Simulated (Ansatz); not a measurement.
Species: sum formula SiH2Cl, charge 0, multiplicity 2. It need not be the lowest isomer of its formula. SMILES: [SiH2]Cl
Structure (B3LYP-D3(BJ)/def2-TZVP (Ansatz, a quantum-chemistry and plane-wave program) minimum search):
```
Si
H 1 1.4844
H 1 1.4844 2 111.01
Cl 1 2.0680 2 108.33 3 118.83
```
Charge 0, spin multiplicity 2.

Atomisation energy built up term by term with Ansatz (kcal/mol; UHF references for open shells; valence terms freeze the core; atomic spin-orbit terms are left out). Basis-set limits of correlation are two-point, X^-3; Hartree-Fock from the larger set.

```tsv
term	basis	kcal/mol
Hartree-Fock	def2-QZVPPD	188.20
CCSD correlation	CBS(def2-TZVPPD,def2-QZVPPD)	[?]
(T)	CBS(def2-TZVPPD,def2-QZVPPD)	[?]
core correlation	cc-pwCVTZ	-0.21
scalar relativity (X2C)	cc-pVTZ-DK against cc-pVTZ	-0.79
sum: De		[?]
```

What belongs in the gaps?


- CCSD correlation, kcal/mol: 52.19
- (T), kcal/mol: 3.25
- sum: De, kcal/mol: 242.6
